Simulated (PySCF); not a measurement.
# One molecule, several mistakes: BFH

Calculated results; nothing here was measured. They come from PySCF 2.14.0, an open-source quantum chemistry program, on an isolated molecule that a program drew, which may never have been made. The molecule is BFH (charge 0, doublet), drawn as the SMILES string `[BH]F`.

Each row is a Hartree-Fock (HF) and frozen-core CCSD(T) single point in the cc-pVDZ basis, meant for a local HF minimum. Run 1 is clean. Each other run has one planted mistake out of seven kinds, and not every kind appears here: one electron removed, one electron added, multiplicity raised by two, geometry at a saddle point, minimal basis STO-3G, one bond length entered in bohr, all coordinates scaled. The reference is restricted for singlets and unrestricted otherwise, and also for a bond in bohr. Adding or removing an electron swaps singlet and doublet. Electrons count all cores. HOMO and LUMO are orbital energies over both spins, the gradient is its largest component, and the lowest frequency (negative if imaginary) is given only where the gradient is small. Bond lengths are over the 2 bonds as drawn. T1 is the CCSD diagnostic: over 0.02 (restricted) or 0.045 (unrestricted) a single reference is doubtful.

Geometry of the clean run:
```xyz
3
BFH, angstrom
B    -0.9046   -0.3094   -1.4946
F     0.2862    0.1079   -1.1280
H    -1.1414   -0.5830   -2.6416
```

| run | electrons | basis functions | <S^2> | HOMO (eV) | LUMO (eV) | gradient (hartree/bohr) | lowest frequency (cm^-1) | mean bond (Å) | longest bond (Å) | T1 | HF (hartree) | CCSD(T) (hartree) | mistake |
|---|---|---|---|---|---|---|---|---|---|---|---|---|---|
| 1 | 15 | 33 | 0.753 | -9.89 | 2.34 | 1.5e-06 | 1066 | 1.2584 | 1.314 | 0.0180 | -124.68431 | -124.95403 | no fault |
| 2 | 15 | 33 | 0.909 | -10.94 | 1.58 | 2.7e-02 | - | 1.7934 | 2.273 | 0.0373 | -124.60565 | -124.87930 | one bond length entered in bohr |
| 3 | 15 | 33 | 3.753 | -8.18 | -3.38 | 1.2e-01 | - | 1.2584 | 1.314 | 0.0386 | -124.43658 | -124.68245 | multiplicity raised by two |
| 4 | 16 | 33 | 0.000 | 1.07 | 10.03 | 9.2e-02 | - | 1.2584 | 1.314 | 0.0145 | -124.60958 | -124.90976 | one electron added |
| 5 | 15 | 33 | 0.753 | -9.31 | 2.82 | 1.1e-01 | - | 1.1602 | 1.212 | 0.0160 | -124.66826 | -124.93415 | all coordinates scaled |
| 6 | 15 | 11 | 0.753 | -7.37 | 7.53 | 2.4e-02 | - | 1.2584 | 1.314 | 0.0226 | -122.94581 | -123.01627 | ? |

**Which mistake was planted in run 6, and what did it cost?**

It has 11 basis functions where the clean run has 33, with the same electrons and geometry. So the mistake is: minimal basis STO-3G. Subtracting run 1 and multiplying by 627.51 kcal/mol a hartree, the energy moved by 1090.9 kcal/mol in HF and 1216.0 kcal/mol in CCSD(T).

Cautions from the logs. Run 4: the HOMO is above zero, so the electron isn't bound and the energy depends on the basis.
